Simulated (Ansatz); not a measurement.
Worked example: GaH3 + Si3H8O2 → GaH2(OH) + Si3H8O

Species: GaH3 `[GaH3]`, singlet; Si3H8O2 `O[SiH]([SiH3])O[SiH3]`, singlet; GaH2(OH), singlet; Si3H8O `[SiH3]O[SiH2][SiH3]`, singlet. The partners trade H for OH: Ga–H and Si–OH bonds give way to Ga–OH and Si–H.

Shapes, held fixed at every level: PBE0-D4/def2-TZVP. Flexible molecules stand in one conformer, not always the lowest. Programs: Ansatz 0.2.0. Electronic energies: no zero-point or thermal term.

At CCSD(T)/def2-TZVPP; 1 Eh = 2625.50 kJ/mol:

```
 species   energy (Eh)
    GaH3  -1925.228007
 Si3H8O2  -1022.366043
GaH2(OH)  -2000.413314
  Si3H8O   -947.169244
```

Problem. Work out ΔE of the reaction at this level.

Solution. 
1. Products less reactants: (-2000.413314) + (-947.169244) − [(-1925.228007) + (-1022.366043)] = 0.011492 Eh = +30.2 kJ/mol.

Other levels give +28.2 (PBE-D4/def2-TZVPP) to +40.1 kJ/mol (HF/def2-TZVPP). No measured value is set beside it here. Relativity is left out for Ga unless named. Correlated rows may include outer-core shells of Ga, which these sets cover unevenly.
